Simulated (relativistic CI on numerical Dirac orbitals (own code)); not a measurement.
## Transition arrays of Ho²⁸⁺

Method of calculation: Dirac-Coulomb-Breit CI, separate exchange-only KLI orbitals for each configuration, model QED (radiative potential, 1s self-energy scaled to tabulated hydrogen-like ionisation energies), valence Slater integrals scaled by 0.9, whole transition arrays (own radial code, finite nucleus).

CI space (outside the closed core [Ar] 3d10 4s2): 4p⁶4d³, 4p⁶4d²4f, 4p⁵4d⁴, 4p⁶4d²5p, 4p⁶4d²5f. Levels of other configurations are missing.

All E1 lines from the levels of 4p⁶4d³; mean and standard deviation are weighted by gf, and upper levels are sorted by their leading configuration.

| Upper configuration | Lines | Σgf | Mean (eV) | Mean (nm) | σ (eV) | Strongest line (nm) |
| --- | --- | --- | --- | --- | --- | --- |
| 4p⁶4d²4f | 573 | 149.9 | 183.67 | 6.750 | 12.20 | 6.340 |
| 4p⁵4d⁴ | 1866 | 446.6 | 197.38 | 6.282 | 15.25 | 6.061 |
| 4p⁶4d²5p | 466 | 35.6 | 366.76 | 3.381 | 6.28 | 3.350 |
| 4p⁶4d²5f | 721 | 101.9 | 505.91 | 2.451 | 5.38 | 2.462 |

Σgf per state of the lower configuration in bins of 0.2 nm over the central range (centre: value): 2.5: 0.84, 3.3: 0.18, 3.5: 0.11, 5.7: 0.05, 5.9: 0.84, 6.1: 1.32, 6.3: 0.84, 6.5: 0.93, 6.7: 0.16, 6.9: 0.06, 7.1: 0.13, 7.3: 0.18, 7.5: 0.12, 7.7: 0.08, 7.9: 0.06, 8.1: 0.05.

(1) How do configuration mixing and the scaling of the Slater integrals move the arrays?

Answers

(1) Slater scale 0.9, no configuration mixing: 4p⁶4d²4f 177.1 ± 7.3 eV (Σgf 195.7), 4p⁵4d⁴ 183.7 ± 21.7 eV (Σgf 359.1), 4p⁶4d²5p 366.9 ± 6.3 eV (Σgf 39.2), 4p⁶4d²5f 505.9 ± 5.4 eV (Σgf 101.1); Slater scale 1: 4p⁶4d²4f 188.0 ± 12.8 eV (Σgf 161.2), 4p⁵4d⁴ 200.5 ± 15.3 eV (Σgf 445.6), 4p⁶4d²5p 366.8 ± 6.4 eV (Σgf 35.1), 4p⁶4d²5f 505.9 ± 5.5 eV (Σgf 102.0); Slater scale 0.8: 4p⁶4d²4f 179.2 ± 10.8 eV (Σgf 161.8), 4p⁵4d⁴ 195.1 ± 15.1 eV (Σgf 424.5), 4p⁶4d²5p 366.7 ± 6.1 eV (Σgf 36.0), 4p⁶4d²5f 505.9 ± 5.2 eV (Σgf 101.8). With mixing, levels are counted to their leading configuration, so an array can shrink or vanish into another, and the sums then hold other lines.
